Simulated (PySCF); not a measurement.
A PySCF script (with the pyscf-properties extension) for the NMR shieldings of `CB(C)[Si]1(C(F)(F)F)CC1`, C5H10BF3Si, on a GFN2-xTB geometry:

```python
import basis_set_exchange as bse
import numpy as np
from pyscf import gto, dft
from pyscf.prop import nmr

atoms = """
C     2.215297    0.272119   -1.170814
B     1.314969    0.122850    0.111552
C     1.970500    0.065343    1.540298
Si   -0.596078   -0.034067   -0.064868
C    -1.619258   -0.281358    1.591047
F    -1.422336    0.736654    2.463208
F    -2.950719   -0.380209    1.427859
F    -1.239124   -1.397980    2.258065
C    -1.671983   -0.770618   -1.457068
C    -1.811067    0.736679   -1.317062
H     3.081817    0.911540   -1.012127
H     1.689794    0.625841   -2.054812
H     2.618151   -0.711133   -1.422231
H     3.057643    0.096597    1.545232
H     1.660114   -0.829071    2.082080
H     1.616991    0.897545    2.151711
H    -1.188757   -1.120970   -2.356670
H    -2.545364   -1.355576   -1.208135
H    -1.414299    1.326825   -2.129261
H    -2.771440    1.099668   -0.981040
"""
names = dict.fromkeys(["C", "B", "Si", "F", "H"], "pcSseg-1")
basis = {el: gto.basis.parse(bse.get_basis(n, elements=[el], fmt="nwchem")) for el, n in names.items()}
mol = gto.M(atom=atoms, basis=basis, charge=0, verbose=0)
mf = dft.RKS(mol, xc="PBE0")
mf.grids.level = 2
mf.grids.alignment = dft.numint.BLKSIZE   # the property module wants whole blocks of grid points
mf.conv_tol = 1e-9
mf.kernel()

calc = nmr.RKS(mf)   # GIAO
C = mf.mo_coeff
Co = C[:, mf.mo_occ > 0]
resp = mf.gen_response(singlet=True, hermi=2)
def vind(x):   # induced exchange potential for any number of trial vectors
    d = np.einsum("pi,xij,qj->xpq", C, 2 * x.reshape(-1, C.shape[1], Co.shape[1]), Co, optimize=True)
    return np.einsum("xpq,pi,qj->xij", resp(d - d.transpose(0, 2, 1)), C, Co, optimize=True).ravel()
mo1, _ = nmr.rhf.solve_mo1(calc, with_cphf=vind)
sigma = calc.kernel(mo1)
for i, s in enumerate(sigma):   # ppm
    print("%2d %-2s %9.2f" % (i, mol.atom_pure_symbol(i), np.trace(s) / 3))
```

Question: What does it print?

Answer: 
```
 0 C     166.73
 1 B      -8.83
 2 C     161.77
 3 Si    490.29
 4 C      44.92
 5 F     234.73
 6 F     250.58
 7 F     234.75
 8 C     177.79
 9 C     177.38
10 H      30.22
11 H      30.34
12 H      30.84
13 H      29.94
14 H      29.63
15 H      29.83
16 H      30.48
17 H      30.27
18 H      30.51
19 H      30.25
```

These numbers come from an equivalent density-fitted implementation of the same equations, which agrees with the script to about 0.01 ppm for H and up to a few tenths of a ppm for heavy atoms, so last digits may differ.

Size and cost of the density-fitted run: 227 basis functions, 110 s wall time on 1 thread of an Arm Neoverse N1, shared host; peak memory 1.1 GiB.
